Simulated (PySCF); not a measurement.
**Electron correlation in Co (cobalt, neutral)**

[Ar] 3d7 4s2, high-spin 4F determinant. All numbers are calculated (PySCF 2.14, the spin-free X2C one-electron Hamiltonian (Gaussian nucleus), in aug-cc-pwCVTZ-DK with one added diffuse shell each of s, p, d, f, g type (11s10p8d5f4g, 152 functions)). Frozen: [Ar]; 9 electrons correlated.

MP2 pair energies summed by pair of shells (mhartree):

```json
{"pair": "3d-3d", "energy": "-207.90", "share (%)": "75.7"}
{"pair": "3d-4s", "energy": "-43.10", "share (%)": "15.7"}
{"pair": "4s-4s", "energy": "-23.51", "share (%)": "8.6"}
```

Total MP2 correlation energy: -274.50 mhartree.

Same-spin part -105.43 and opposite-spin part -169.07 mhartree; SCS-MP2 scales them by 1/3 and 6/5 to -238.03 mhartree.
